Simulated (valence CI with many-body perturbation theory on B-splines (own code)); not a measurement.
# E1 line list for Er35+

Method: valence CI with perturbative core correlation (CI+MBPT): five valence electrons over a frozen Dirac-Fock core [Ar] 3d10, a basis of 11 s, 11 p, 10 d, 8 f, 5 g, 2 h functions for each j, with the one-electron correlation potential Σ1, the two-electron term Σ2, the three-electron term Σ3, Breit, model QED; selected CI, second order for the rest, scaled by the run's own slope (own B-spline code, finite nucleus).

No measured spectrum was set against this ion. As an estimate, large intervals hold to a few tenths of a per cent, small ones and those within an open d or f shell to about a per cent. Among the levels kept, up to 2100 cm⁻¹ of a level comes from second order outside the variational space, and about a tenth of that is noise between levels of different J, which matters for small intervals.

Lines 51 to 100 of 562 in falling wavelength, among levels below 421.51 eV, chosen from the strongest by gf and those to the six lowest levels. Wavelengths and rates use the calculated energies. Electric multipoles are in the length gauge, E1 and E2 with the static RPA response of the core. Weak lines are less certain than strong ones. Lines between different terms over intervals too small for the method are left out, as are lines whose strength nearly cancels. Where a level lies close to another of its J and parity, the split of strength between their lines is uncertain. The highest levels of a list are the least certain.

Levels are named by their leading jj configuration (3d3/2^4 stands for four electrons in 3d with j = 3/2), which in mixed levels can hold well under half, so a name can repeat and another be missing. Letters in brackets count levels of one name in rising energy.

| λ vac (Å) | Upper | Lower | A (s⁻¹) | log gf | Branch % |
| --- | --- | --- | --- | --- | --- |
| 125.8 | (4s 4p1/2^2 4p3/2^2) J=3/2 | (4s^2 4p1/2 4p3/2^2) J=3/2 | 7.55e+09 | -1.14 | 2.7 |
| 124.9 | (4p1/2^2 4p3/2^2 4d3/2) J=3/2 | (4s 4p1/2 4p3/2^2 4d3/2) J=5/2 [a] | 1.89e+10 | -0.75 | 15.0 |
| 122.3 | (4s^2 4p1/2 4p3/2 4d5/2) J=3/2 [c] | (4s^2 4p3/2^3) J=3/2 | 9.10e+09 | -1.09 | 1.9 |
| 117.9 | (4s^2 4p1/2 4p3/2 4d5/2) J=1/2 | (4s^2 4p3/2^3) J=3/2 | 5.82e+09 | -1.62 | 0.9 |
| 98.29 | (4s 4p1/2 4p3/2^3) J=3/2 | (4s^2 4p1/2 4p3/2^2) J=1/2 | 4.43e+08 | -2.59 | 2.0 |
| 97.70 | (4s^2 4p1/2 4p3/2 4d3/2) J=3/2 [a] | (4s^2 4p1/2 4p3/2^2) J=5/2 | 1.03e+09 | -2.23 | 4.4 |
| 97.33 | (4s^2 4p1/2 4p3/2 4d3/2) J=5/2 [a] | (4s^2 4p1/2 4p3/2^2) J=5/2 | 1.77e+09 | -1.82 | 49.0 |
| 96.87 | (4p1/2^2 4p3/2^2 4d3/2) J=7/2 | (4s 4p1/2^2 4p3/2 4d5/2) J=7/2 [a] | 1.48e+10 | -0.78 | 14.1 |
| 94.01 | (4s^2 4p1/2^2 4d3/2) J=3/2 | (4s^2 4p1/2^2 4p3/2) J=3/2 | 1.01e+09 | -2.27 | 48.4 |
| 93.83 | (4s 4p1/2 4p3/2^2 4d5/2) J=9/2 [a] | (4s^2 4p1/2 4p3/2 4d5/2) J=7/2 [a] | 2.31e+10 | -0.52 | 90.5 |
| 93.80 | (4s 4p1/2 4p3/2^3) J=3/2 | (4s^2 4p1/2 4p3/2^2) J=5/2 | 6.92e+08 | -2.44 | 3.1 |
| 91.66 | (4s 4p1/2^2 4p3/2^2) J=5/2 | (4s^2 4p1/2^2 4p3/2) J=3/2 | 3.95e+09 | -1.52 | 25.5 |
| 91.63 | (4s^2 4p3/2 4d5/2^2) J=7/2 | (4s^2 4p3/2^2 4d5/2) J=5/2 [b] | 1.20e+10 | -0.92 | 3.5 |
| 91.59 | (4s 4p1/2 4p3/2^2 4d5/2) J=11/2 | (4s^2 4p1/2 4p3/2 4d5/2) J=9/2 | 1.77e+10 | -0.57 | 67.7 |
| 91.19 | (4s 4p1/2^2 4p3/2 4d3/2) J=5/2 [a] | (4s^2 4p1/2^2 4d3/2) J=3/2 | 2.01e+08 | -2.82 | 0.8 |
| 91.04 | (4s 4p3/2^3 4d5/2) J=9/2 | (4s^2 4p3/2^2 4d5/2) J=9/2 | 1.12e+10 | -0.86 | 5.8 |
| 90.77 | (4s 4p1/2^2 4p3/2 4d3/2) J=3/2 [a] | (4s^2 4p1/2^2 4d3/2) J=3/2 | 1.52e+09 | -2.12 | 4.1 |
| 90.77 | (4s 4p1/2^2 4p3/2 4d3/2) J=1/2 [a] | (4s^2 4p1/2^2 4d3/2) J=3/2 | 1.00e+09 | -2.61 | 4.9 |
| 90.76 | (4s^2 4p3/2^2 4d3/2) J=1/2 | (4s^2 4p3/2^3) J=3/2 | 9.98e+09 | -1.61 | 2.2 |
| 90.51 | (4s 4p1/2 4p3/2^3) J=3/2 | (4s^2 4p1/2 4p3/2^2) J=3/2 | 1.64e+10 | -1.09 | 73.3 |
| 89.99 | (4s 4p1/2 4p3/2^3) J=5/2 | (4s^2 4p1/2 4p3/2^2) J=5/2 | 5.75e+09 | -1.38 | 52.6 |
| 89.76 | (4s 4p3/2^3 4d5/2) J=9/2 | (4s^2 4p3/2^2 4d5/2) J=7/2 | 1.86e+10 | -0.65 | 9.6 |
| 89.72 | (4s 4p1/2^2 4p3/2 4d5/2) J=7/2 [a] | (4s^2 4p1/2^2 4d5/2) J=5/2 | 1.79e+10 | -0.76 | 8.2 |
| 89.64 | (4s^2 4p3/2^2 4d5/2) J=1/2 | (4s^2 4p3/2^3) J=3/2 | 1.81e+09 | -2.36 | 0.5 |
| 89.56 | (4s 4p1/2 4p3/2^2 4d5/2) J=7/2 [c] | (4s^2 4p1/2 4p3/2 4d5/2) J=5/2 [a] | 2.01e+10 | -0.71 | 12.9 |
| 89.50 | (4s^2 4p1/2 4p3/2 4d3/2) J=1/2 [b] | (4s^2 4p1/2 4p3/2^2) J=1/2 | 6.03e+09 | -1.84 | 0.8 |
| 89.41 | (4s^2 4p3/2^2 4d3/2) J=5/2 | (4s^2 4p3/2^3) J=3/2 | 3.16e+09 | -1.64 | 0.4 |
| 89.00 | (4s^2 4p1/2 4p3/2 4d3/2) J=3/2 [b] | (4s^2 4p1/2 4p3/2^2) J=1/2 | 7.17e+08 | -2.47 | 0.1 |
| 88.63 | (4s 4p1/2 4p3/2^2 4d5/2) J=5/2 [g] | (4s^2 4p1/2 4p3/2 4d5/2) J=3/2 [c] | 1.73e+10 | -0.91 | 7.8 |
| 88.45 | (4s 4p1/2 4p3/2^2 4d5/2) J=7/2 [d] | (4s^2 4p1/2 4p3/2 4d5/2) J=7/2 [b] | 1.30e+10 | -0.91 | 4.2 |
| 88.40 | (4s^2 4p1/2 4p3/2 4d5/2) J=7/2 [a] | (4s^2 4p1/2 4p3/2^2) J=5/2 | 4.85e+08 | -2.34 | 99.8 |
| 88.06 | (4s 4p1/2 4p3/2^2 4d5/2) J=7/2 [f] | (4s^2 4p1/2 4p3/2 4d5/2) J=5/2 [b] | 1.82e+10 | -0.77 | 5.2 |
| 87.53 | (4s^2 4p3/2 4d3/2 4d5/2) J=9/2 | (4s^2 4p3/2^2 4d5/2) J=9/2 | 9.62e+09 | -0.96 | 1.2 |
| 87.32 | (4s^2 4p3/2 4d5/2^2) J=11/2 | (4s^2 4p3/2^2 4d5/2) J=9/2 | 1.58e+10 | -0.66 | 3.6 |
| 86.75 | (4s^2 4p1/2 4d5/2^2) J=9/2 | (4s^2 4p1/2 4p3/2 4d5/2) J=7/2 [b] | 2.61e+10 | -0.53 | 15.2 |
| 86.57 | (4s 4p1/2 4p3/2^2 4d5/2) J=9/2 [c] | (4s^2 4p1/2 4p3/2 4d5/2) J=7/2 [b] | 2.00e+10 | -0.65 | 10.4 |
| 86.49 | (4s 4p1/2^2 4p3/2 4d5/2) J=7/2 [b] | (4s^2 4p1/2^2 4d5/2) J=5/2 | 4.33e+10 | -0.41 | 51.7 |
| 86.29 | (4s 4p1/2 4p3/2^2 4d5/2) J=3/2 [a] | (4s^2 4p1/2 4p3/2 4d3/2) J=5/2 [b] | 2.41e+10 | -0.97 | 5.1 |
| 86.11 | (4s^2 4p1/2 4p3/2 4d5/2) J=3/2 [a] | (4s^2 4p1/2 4p3/2^2) J=1/2 | 4.03e+08 | -2.75 | 0.2 |
| 86.05 | (4s 4p1/2 4p3/2^2 4d3/2) J=7/2 [b] | (4s^2 4p1/2 4p3/2 4d3/2) J=7/2 | 1.44e+10 | -0.89 | 6.9 |
| 85.41 | (4s 4p1/2 4p3/2^2 4d5/2) J=7/2 [b] | (4s^2 4p1/2 4p3/2 4d3/2) J=5/2 [b] | 3.17e+10 | -0.56 | 6.6 |
| 85.31 | (4s^2 4p1/2 4p3/2 4d3/2) J=3/2 [b] | (4s^2 4p1/2 4p3/2^2) J=5/2 | 8.07e+09 | -1.45 | 0.7 |
| 84.83 | (4s 4p1/2^2 4p3/2 4d3/2) J=3/2 [b] | (4s^2 4p1/2^2 4d3/2) J=3/2 | 9.48e+10 | -0.39 | 75.0 |
| 84.20 | (4s^2 4p1/2 4p3/2 4f5/2) J=5/2 [a] | (4s^2 4p1/2 4p3/2 4d5/2) J=5/2 [a] | 2.53e+10 | -0.79 | 3.5 |
| 84.18 | (4s^2 4p3/2 4d3/2 4d5/2) J=5/2 [c] | (4s^2 4p3/2^2 4d3/2) J=3/2 [b] | 4.07e+10 | -0.59 | 6.6 |
| 84.08 | (4s^2 4p1/2^2 4f5/2) J=5/2 | (4s 4p1/2^2 4p3/2^2) J=3/2 | 4.07e+10 | -0.59 | 10.7 |
| 84.04 | (4s^2 4p1/2^2 4f5/2) J=5/2 | (4s^2 4p1/2^2 4d5/2) J=5/2 | 3.12e+10 | -0.70 | 8.2 |
| 83.95 | (4s^2 4p3/2^2 4f5/2) J=3/2 | (4s^2 4p3/2^2 4d5/2) J=1/2 | 3.28e+10 | -0.86 | 4.6 |
| 83.86 | (4s 4p1/2 4p3/2^2 4d3/2) J=3/2 [b] | (4s^2 4p1/2 4p3/2 4d3/2) J=5/2 [a] | 7.86e+10 | -0.48 | 38.7 |
| 83.84 | (4s^2 4p3/2^2 4d3/2) J=3/2 [b] | (4s^2 4p3/2^3) J=3/2 | 9.12e+09 | -1.42 | 1.1 |

(1) How does gf follow from A for the line at 83.84 Å?

Results:

(1) gf = 1.4992 × (2J+1)_upper × A / σ², with σ = 1192715 cm⁻¹ and 2J+1 = 4: gf = 0.0384.
